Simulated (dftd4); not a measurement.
F$_{4}$Sn (SMILES [F][Sn]([F])([F])[F]), singlet, geometry from GFN2-xTB (such geometries of metal compounds can be far from the true shape); D4 for tpssh (dftd4).

dftd4 was given this input:
```
$ dftd4 mol.xyz --func tpssh --charge 0 --json dftd4.json --noedisp

# file mol.xyz
5

F     -0.95583512    -1.49040427    -0.73172632
Sn    -0.00000000    -0.00000000    -0.00000000
F     -1.14423492     1.53611205     0.03788529
F      0.56745998    -0.41770137     1.78153412
F      1.53261006     0.37199359    -1.08769309
```

Question: Predict the main parts of the log of this dftd4 run.

Answer: 
```
                    ____  _____ _____     ____  _  _
      -------------|  _ \|  ___|_   _|---|  _ \| || |------------
     |             | | | | |_    | | ___ | | | | || |_           |
     |             | |_| |  _|   | ||___|| |_| |__   _|          |
     |             |____/|_|     |_|     |____/   |_|            |
     |             ===================================           |
     |            E. Caldeweyher, S. Ehlert & S. Grimme          |
     |          Mulliken Center for Theoretical Chemistry        |
     |                    University of Bonn                     |
      -----------------------------------------------------------

Rational (Becke-Johnson) damping: tpssh-D4-ATM
---------------------
  s6         1.0000
  s8         1.8590
  s9         1.0000
  a1         0.4429
  a2         4.6023
 alp        16.0000
--------------------

Dispersion energy:      -4.0009979055353E-03 Eh

[Info] JSON dump of results written to 'dftd4.json'
```
